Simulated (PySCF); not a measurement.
## Structure from 2D NMR

Compound of formula C8H8N2. Correlations simulated from computed shifts and the bond graph:

HSQC (one-bond C–H):
```tsv
δH	δC
7.30	137.8
6.52	115.6
3.84	32.4
3.66	91.7
1.40	9.4
0.88	9.4
```

COSY cross peaks (H two or three bonds apart, from the bond graph; peaks can be absent where the dihedral angle is near 90°):
```tsv
δH	δH
7.30	6.52
3.84	1.40
3.84	0.88
1.40	0.88
```

HMBC (two and three bonds, from the bond graph):
```tsv
δH	δC
7.30	125.4, 115.6
6.52	137.8, 125.4, 73.6
3.84	125.4, 9.4
3.66	125.4, 73.6
1.40	32.4, 9.4
0.88	32.4, 9.4
```

Carbons without hydrogens: δ 125.4, 73.6.

- structure optimised with PBE0-D3(BJ)/def2-SVP
- B97-2/pcSseg-1 with gauge-including orbitals
- run in PySCF 2.14.0 with density-fitted response routines
- one computed conformer, non-relativistic Hamiltonian, isolated molecule, rapidly exchanging positions averaged

Scale: 1H (31.38 ppm) and 13C (183.69 ppm) vs TMS (reference shieldings calculated alike).

Exchangeable hydrogens are left out of these lists.

**Question.** Which molecule is this?

**Answer.** SMILES C#Cc1ccnn1C1CC1.

Numbering as in the mapped SMILES `[CH:1]#[C:2][c:3]1[cH:4][cH:5][n:6][n:7]1[CH:8]1[CH2:9][CH2:10]1`. Each H is labelled by its parent atom. Ha(C9), Ha(C10) are cis to N7 on the ring; Hb(C9), Hb(C10) are trans to N7 on the ring.

- δC 137.8 is C5, an aromatic CH next to a ring nitrogen (δH 7.30).
- δC 125.4 is C3, a substituted aromatic carbon next to a ring nitrogen.
- δC 115.6 is C4, an aromatic CH (δH 6.52).
- δC 91.7 is C1, a terminal alkyne carbon (δH 3.66).
- δC 73.6 is C2, an alkyne carbon.
- δC 32.4 is C8, a three-membered-ring carbon (δH 3.84).
- δC 9.4 is C9/C10, a three-membered-ring carbon (δH 1.40, 0.88).
- HMBC from δH 7.30 reaches the proton-free carbon C3.
- HMBC from δH 6.52 reaches the proton-free carbons C3, C2.
- HMBC from δH 3.84 reaches the proton-free carbon C3.
- HMBC from δH 3.66 reaches the proton-free carbons C3, C2.
- COSY links 7.30–6.52, 3.84–1.40, 3.84–0.88, 1.40–0.88.

The data come from this structure; uniqueness wasn't tested.

Shifts are as computed. Against solution values, carbons near 30 ppm lie about +1 ppm off and those near 130 ppm about +2 ppm. Of 1313 compounds with measured shifts, 239 miss one by over three times the rms of a fit or turn the order of signals round; such compounds aren't used in these exercises.
